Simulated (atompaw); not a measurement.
# Pseudopotential generation for Eu (Z = 63): PAW (atompaw), PBEsol, scalar-relativistic.

Eu, PAW, made with atompaw 4.2.0.5 (PBEsol, scalar-relativistic). Core [Kr], reference 4d10 4f6 5s2 5p6 5d0 6s0 6p0 (charge +3). Waves: 5s (bound): rc 2.30 bohr; 6s (bound, empty): rc 2.40 bohr; 5p (bound): rc 2.40 bohr; 6p (bound, empty): rc 2.40 bohr; 4d (bound): rc 1.15 bohr; 5d (bound, empty): rc 1.10 bohr; 4f (bound): rc 1.00 bohr; 4f channel at -2.1 Ry: rc 1.00 bohr. Local part: troulliermartins scheme with l = 4 at 1 Ry, radius 2.40 bohr. Core correction: smooth core density matched at 1.35 bohr. Augmentation charge: sinc compensation charge, radius 2.25 bohr; PAW radius 2.40 bohr; waves and projectors: custom rrkj gramschmidtortho.

Poles of the logarithmic derivatives, all-electron (AE) and pseudo (PS). s: poles at -5.1, 3.8 (AE) and -5.1, -0.6 (PS) Ry. p: poles at -3.2 (AE) and -3.2 (PS) Ry. d: poles at -0.4 (AE) and -0.4 (PS) Ry. f: poles at -2.4, 3.2 (AE) and -2.4, 3.4 (PS) Ry. Test radius 2.41 bohr.

* Cutoffs needed: 200 Ry and 300 Ry (the cutoffs (Ry, on a coarse ladder) from which the occupation-weighted sum of valence levels, in a spherical-Bessel basis at the reference potential, stays within 10 and 1 mRy of its value at 400 Ry)
* Ghost test: no extra level below or beside the all-electron valence levels (s, p, d, f tested) (spherical-Bessel basis up to 400 Ry, 20 bohr box)
* Lowest eigenvalue of the overlap operator: 0.07 (d channel)
* Overlap eigenvalues printed by atompaw (projector basis): 0.0694, 0.226, 0.284, 0.774, 0.839, 1.86, 3.95, 8.99
* Share of each valence orbital outside the PAW sphere: 5s 2 %, 6s 80 %, 5p 7 %, 6p 89 %, 4d 0 %, 5d 34 %, 4f 1 %
